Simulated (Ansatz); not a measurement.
Geometry optimisation, RKS PBE/6-31G* in Ansatz.

input.yaml

```yaml
crystal:
  periodic: [false, false, false]
  atoms:
    - { symbol: B, position_ang: [0.0, 0.0, 0.0] }
    - { symbol: F, position_ang: [0.0, 0.0, 1.32] }
    - { symbol: C, position_ang: [1.3856, 0.0, -0.8] }
    - { symbol: H, position_ang: [1.7152, -1.0462, -0.9702] }
    - { symbol: H, position_ang: [1.2491, 0.508, -1.7774] }
    - { symbol: H, position_ang: [2.1552, 0.5381, -0.2082] }
    - { symbol: C, position_ang: [-1.3856, 0.0, -0.8] }
    - { symbol: H, position_ang: [-1.9458, -0.9305, -0.5708] }
    - { symbol: H, position_ang: [-1.9898, 0.8797, -0.4946] }
    - { symbol: H, position_ang: [-1.1839, 0.0508, -1.8903] }
basis:
  gaussian: { orbitals: "6-31G*" }
hamiltonian:
  xc: pbe
relax:
  f_tol: 0.02
  max_steps: 40
```

Run as:

```bash
$ ansatz run input.yaml --threads 1 --pin off --max-ram 2048MiB --backend cpu --events-out ev --progress --plain --runs-dir out
```

Q: Where does it end, and by what steps?

A: The run converged. The force dipped under the threshold on the way, but the program's further checks kept it going. After 16 steps the energy has fallen by 0.098 eV; H10 moved furthest, 0.44 Å.

| step | energy less start (eV) | largest force component (eV/Å) | accepted |
| --- | --- | --- | --- |
| 0 | 0.0000 | 1.865 | yes |
| 1 | -0.0746 | 0.860 | yes |
| 2 | -0.0890 | 0.262 | yes |
| 3 | -0.0907 | 0.184 | yes |
| 4 | -0.0927 | 0.206 | yes |
| 5 | -0.0959 | 0.021 | yes |
| 6 | -0.0883 | 0.373 | no |
| 7 | -0.0969 | 0.005 | yes |
| 8 | -0.0964 | 0.169 | no |
| 9 | -0.0975 | 0.022 | yes |
| 10 | -0.0976 | 0.068 | yes |
| 11 | -0.0972 | 0.132 | no |
| 12 | -0.0979 | 0.026 | yes |
| 13 | -0.0978 | 0.041 | no |
| 14 | -0.0980 | 0.013 | yes |
| 15 | -0.0981 | 0.010 | yes |
| 16 | -0.0982 | 0.012 | yes |

```xyz
10
Properties=species:S:1:pos:R:3
B 0.004 -0.028 -0.052
F -0.015 -0.082 1.297
C 1.401 0.081 -0.773
H 1.642 -0.896 -1.238
H 1.376 0.805 -1.608
H 2.230 0.341 -0.095
C -1.386 -0.072 -0.796
H -2.114 -0.729 -0.289
H -1.828 0.946 -0.779
H -1.310 -0.365 -1.857
```

Whether the end is a true minimum wasn't checked by a vibrational analysis.

Run time: 16 s on 1 thread of Intel(R) Xeon(R) 6975P-C (Granite Rapids) (shared host), peak memory 0.15 GiB.
